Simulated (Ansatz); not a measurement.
Coupled-cluster diagnostics for VSF₃, Ansatz.

Geometry of the singlet (r2SCAN-D4/def2-SVP):

```xyz
5

V    -0.007    0.066   -0.011
S     0.198   -1.900    0.321
F    -0.949    0.299   -1.411
F     1.535    0.757   -0.229
F    -0.777    0.779    1.330
```

Correlated methods freeze 13 core orbitals; core or outer-core shells of V are correlated, in sets that lack core-valence functions. The geometry of the singlet was relaxed on an unsound state (restricted singlet, unstable towards broken spin symmetry at other levels and untested here).

Task: Estimate the CCSD(T) correlation energy, the shares of MP2 and (T), T1 and the reference's ⟨S²⟩ for: charge 0, singlet, own geometry in def2-TZVPP; and the rough time on 4 threads of Arm Neoverse V1 on a shared host.

Result: 
| state | basis | correlation (eV) | MP2 share (%) | (T) share (%) | T1 | ⟨S²⟩ (pure) | wall time | remarks |
| --- | --- | --- | --- | --- | --- | --- | --- | --- |
| charge 0, singlet, own geometry | def2-TZVPP | -43.310 | 99.2 | 6.3 | 0.044 | 0.00 (0.00) | 2.8 min | restricted SCF unstable |
Customary marks for T1 are 0.02 (closed shells), 0.045 (open shells) and about 0.05 (3d metals). T1 exceeds 0.02 in 1 of 1 rows and 0.045 in 0; the higher it lies, the less the single-reference result can be trusted.
